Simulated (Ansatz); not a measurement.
Basis-set extrapolation for C2H8BN3, SMILES `CB1NC1(N)N` (PBE0-D4/def2-TZVP geometry, frozen core, Ansatz 0.2.0). Multiplicity 1, RHF reference.

|  | def2-TZVPP | def2-QZVPP |
| --- | --- | --- |
| HF | -268.513986 | -268.526906 |
| MP2 correlation | -1.070509 | -1.143412 |
| CCSD(T) correlation | -1.154955 | not run |

Energies in hartree. Use E(X) = E(∞) + A·exp(−7.88·√X) for Hartree–Fock and E(X) = E(∞) + B·X^(−2.97) for correlation, with X = 3 and 4, and add CCSD(T) minus MP2 of the smaller set to the MP2 limit.

Task: What is the CCSD(T) energy at the basis-set limit?

Result: HF limit: -268.526906 + (-0.012920) × 0.13774 = -268.52869. MP2 limit: -1.143412 + (-0.072903) × 0.74074 = -1.19741. Higher-order term: -1.154955 − (-1.070509) = -0.08445. Total: -269.81055 hartree, 371.8 kJ/mol below CCSD(T)/def2-TZVPP.
